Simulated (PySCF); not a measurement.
Species: Ge2H9NSi.
Atom-mapped SMILES: `[SiH3:1][NH:2][GeH2:3][GeH3:4]` (hydrogens: H5, H6, H7 on Si1; H8 on N2; H9, H10 on Ge3; H11, H12, H13 on Ge4)

Computed by this run: PySCF 2.14.0, PBE0-D3(BJ)/def2-SVP geometry optimisation, gas phase; density fitting, grid level 1; the optimiser is geomeTRIC in internal coordinates, started from a GFN2-xTB structure.

Step 0: E = -122514.1215 eV
```
atom  x, y, z in Å  |  force x, y, z in eV/Å
Si1     1.9112    0.5376    0.4370   -0.419  -0.626  -0.029
N2      1.0109   -0.9378    0.3551    0.114   0.326   0.135
Ge3    -0.6015   -1.1665   -0.4693    0.291  -0.495  -0.105
Ge4    -1.9351    0.7632   -0.1483   -0.184   0.163   0.040
H5      0.9881    1.5446    0.9740   -0.161   0.525   0.180
H6      3.0305    0.2541    1.3344    0.556   0.135   0.356
H7      2.4027    0.9832   -0.8766    0.277   0.322  -0.397
H8      1.5645   -1.7770    0.4289    0.126  -0.371   0.018
H9     -1.1518   -2.4510    0.1204   -0.412  -0.296   0.264
H10    -0.3741   -1.4898   -1.9434   -0.069   0.096  -0.488
H11    -3.3279    0.6033   -0.6881   -0.640  -0.308  -0.353
H12    -2.1218    1.1492    1.2889    0.062   0.020   0.796
H13    -1.4001    1.9873   -0.8308    0.460   0.508  -0.418
```

Task: Estimate the geometry and energy of step 1. (The exact step hangs on the optimiser's Hessian estimate; all steps are aligned on step 0, rigid shifts and turns removed.)

Result: E = -122514.2976 eV, largest force 0.260 eV/Å
```
atom  x, y, z in Å  |  force x, y, z in eV/Å
Si1     1.9310    0.5267    0.4524    0.088   0.164  -0.045
N2      1.0325   -0.9522    0.3306   -0.165  -0.125  -0.119
Ge3    -0.6165   -1.2102   -0.4843    0.039  -0.129  -0.044
Ge4    -1.9710    0.7798   -0.1444   -0.128   0.177   0.022
H5      1.0404    1.6126    0.9753   -0.010  -0.080  -0.010
H6      3.0848    0.3307    1.3863   -0.066  -0.044  -0.003
H7      2.4995    1.0366   -0.8447   -0.036  -0.047   0.041
H8      1.5763   -1.8088    0.4116   -0.013   0.052   0.009
H9     -1.2672   -2.4726    0.1568    0.113   0.222  -0.065
H10    -0.4621   -1.4968   -2.0153   -0.010   0.067   0.251
H11    -3.3915    0.5355   -0.7319    0.239   0.019   0.092
H12    -2.1109    1.1168    1.3657    0.038  -0.073  -0.243
H13    -1.3497    2.0024   -0.8757   -0.090  -0.202   0.114
```

The energy changes by -0.1761 eV. The first-order estimate −F·Δx gives -0.4436 eV and the mean of the old and new forces, exact on a quadratic surface, -0.1753 eV. The step makes an angle of 48° with the force vector and moves no atom by more than 0.123 Å.

The cost below is that of the whole optimisation. Hardware: an Arm Neoverse V2 with one thread, shared host with 96 logical CPUs at a one-minute load of 55. Cost: 88 s of wall time, 0.68 GiB resident at most.
